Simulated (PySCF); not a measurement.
Species: C8H14.
Numbering: `[CH2:1]1[CH2:2][CH:3]([CH:4]2[CH2:5][CH2:6][CH2:7]2)[CH2:8]1`

Geometry (GFN2-xTB, Å), atoms numbered from 1 in this order:
```
atom  x, y, z in Å
C1     2.7399    0.0192   -0.2286
C2     1.6741    1.0873    0.0590
C3     0.5745    0.0900   -0.3561
C4    -0.5760   -0.0906    0.6119
C5    -1.6307    1.0332    0.6434
C6    -2.7406   -0.0160    0.4823
C7    -1.6769   -1.0860    0.1957
C8     1.6314   -1.0317   -0.3909
H9     3.2904    0.2032   -1.1492
H10    3.4525   -0.1648    0.5730
H11    1.6144    1.3605    1.1109
H12    1.7397    1.9968   -0.5346
H13    0.1815    0.3086   -1.3514
H14   -0.1842   -0.3093    1.6077
H15   -1.5498    1.7043   -0.2095
H16   -1.6665    1.6279    1.5537
H17   -3.4535    0.1682   -0.3188
H18   -3.2901   -0.1985    1.4036
H19   -1.7452   -1.9955    0.7886
H20   -1.6160   -1.3584   -0.8563
H21    1.6672   -1.6232   -1.3034
H22    1.5535   -1.7056    0.4600
```

NICS = −σ at a ghost point: NICS(0) at the centroid of the ring atoms, NICS(1) 1 Å to either side along the normal of their mean plane, zz for the tensor component along that normal. Level: GIAO PBE0/pcSseg-1 (PySCF, non-relativistic, gas phase) on the GFN2-xTB geometry, one conformer.

Ring bond lengths (Å), with Mayer bond orders in brackets: C1–C2 1.536 (1.05), C2–C3 1.541 (1.00), C3–C8 1.541 (1.00), C8–C1 1.536 (1.05); C4–C5 1.541 (1.00), C5–C6 1.536 (1.05), C6–C7 1.536 (1.05), C7–C4 1.541 (1.00).

Task: What do the NICS probes read (ppm)?

Result: 
```csv
ring,type,NICS(0),"NICS(1), two faces","NICS(1)zz, two faces",rms pucker (Å),"centre to ring atoms, mean (Å)"
C1–C2–C3–C8,4-membered carbocycle; formal bonds all single,1.0,-0.1 / 0.0,5.5 / 4.0,0.07,1.09
C4–C5–C6–C7,4-membered carbocycle; formal bonds all single,1.0,0.0 / -0.1,4.0 / 5.5,0.07,1.09
```

Task: What can be read from them?

Result: 
- C1–C2–C3–C8: mean NICS(1)zz 4.8 ppm, deshielded. C1, C2, C3, C8 have four or more neighbours, so the value isn't read as a sign of a π ring current.
- C4–C5–C6–C7: mean NICS(1)zz 4.8 ppm, deshielded. C4, C5, C6, C7 have four or more neighbours, and the NICS criterion for π rings isn't applied.

Task: What is the mean of the two in-plane components of NICS at the first NICS(1) probe listed for ring C1–C2–C3–C8, 1 Å off the ring?

Result: The isotropic value is a third of the trace: (3 × -0.1 − (5.5))/2 = -2.9 ppm.

Task: What are the shieldings of the ring atoms and their hydrogens in the same run (means over atoms taken as equivalent)?

Result: 
```csv
atoms,environment,σ isotropic (ppm)
C1 (×2),four-membered-ring carbon,170.8
C2 (×4),four-membered-ring carbon,160.5
C3 (×2),four-membered-ring carbon,143.1
H9 (×2),methylene hydrogen,29.79
H10 (×2),methylene hydrogen,29.93
H11 (×4),methylene hydrogen,30.17
H12 (×4),methylene hydrogen,29.57
H13 (×2),methine hydrogen,29.58
```
